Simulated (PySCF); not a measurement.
The vertical singlet excitations below were computed for one of the candidates. Method: PySCF 2.14.0, density-fitted response routines, TDDFT CAM-B3LYP/def2-SVPD, vertical, gas phase, core orbitals frozen in the response. Geometries: GFN2-xTB, one conformer each.

| state | E (eV) | λ (nm) | f |
| --- | --- | --- | --- |
| S1 | 5.08 | 243.9 | 0.0000 |
| S2 | 5.45 | 227.6 | 0.021 |
| S3 | 5.88 | 210.8 | 0.0062 |
| S4 | 6.26 | 197.9 | 0.019 |
| S5 | 6.50 | 190.7 | 0.023 |
| S6 | 6.96 | 178.2 | 0.019 |
| S7 | 7.06 | 175.5 | 0.130 |
| S8 | 7.18 | 172.7 | 0.117 |

Triplets computed (Tamm–Dancoff): 4.12, 4.51, 5.35 eV.

Problem. Which candidate is it? All have the formula C6H11P.
A. `CC(C)(C)CC#P`
B. `C#CPCCCC`
C. `C#CCPC(C)C`
D. `CC(P1C=C1C)C`

Solution. D. Its S1 lies at 5.08 eV; the nearest of the others has S1 at 5.55 eV. S1 is HOMO→LUMO (90%). Löwdin shares by element: HOMO phosphorus 44%, carbon 43% or more; LUMO carbon 47% or more, phosphorus 20%, hydrogen 11% or more (atoms not listed hold the other 21%). At the same level the other candidates give, for their lowest levels:
- `C#CCPC(C)C`: 6.45 eV (f 0.013); 6.51 eV (f 0.007); 6.59 eV (f 0.111); 6.74 eV (f 0.017); 6.80 eV (f 0.006); T1 5.39 eV; HOMO -8.34, LUMO 1.14 eV
- `CC(C)(C)CC#P`: 4.23 eV (f 0.000); 4.58 eV (f 0.001); 4.59 eV (f 0.000); 7.12 eV (f 0.020); 7.13 eV (f 0.175); T1 3.27 eV; HOMO -8.61, LUMO 0.13 eV
- `C#CPCCCC`: 5.55 eV (f 0.018); 6.17 eV (f 0.034); 6.60 eV (f 0.018); 6.65 eV (f 0.009); 6.98 eV (f 0.120); T1 4.92 eV; HOMO -8.23, LUMO 0.98 eV

Shape of the structure used: `[CH3:1][C:2]1=[CH:3][P:4]1[CH:5]([CH3:6])[CH3:7]`: C3–P4–C5–C6 79°.
